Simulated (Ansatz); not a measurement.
`C[CH](O)[GaH2]` at its PBE0-D4/def2-TZVP geometry, where that method's forces vanish. Charge 0, multiplicity 1.

```xyz
11

C     0.9592    0.9219   -0.4718
C     0.2676    0.0375    0.5242
O     0.4204   -1.3925    0.1948
Ga   -1.6570   -0.3869    0.4557
H     0.8588    1.9684   -0.1739
H     2.0304    0.6952   -0.5400
H     0.5221    0.8284   -1.4716
H     0.6988    0.1469    1.5193
H     0.5789   -1.4631   -0.7523
H    -2.2686   -0.4135   -0.9937
H    -2.4108   -0.9422    1.7093
```

Q: What forces (eV/Å) does PBE-D4/def2-TZVPP give on these atoms in the Gaussian-basis code of Ansatz? (Best estimate.)

A: Computed: 
```
C1  -0.024  0.005  0.015
C2   0.036  0.309  0.008
O3   0.016 -0.474  0.409
Ga4 -0.223  0.060  0.008
H5  -0.015  0.216  0.048
H6   0.222 -0.036 -0.018
H7  -0.087 -0.011 -0.199
H8   0.070  0.020  0.221
H9   0.051 -0.019 -0.476
H10 -0.018 -0.015 -0.083
H11 -0.028 -0.055  0.067
```
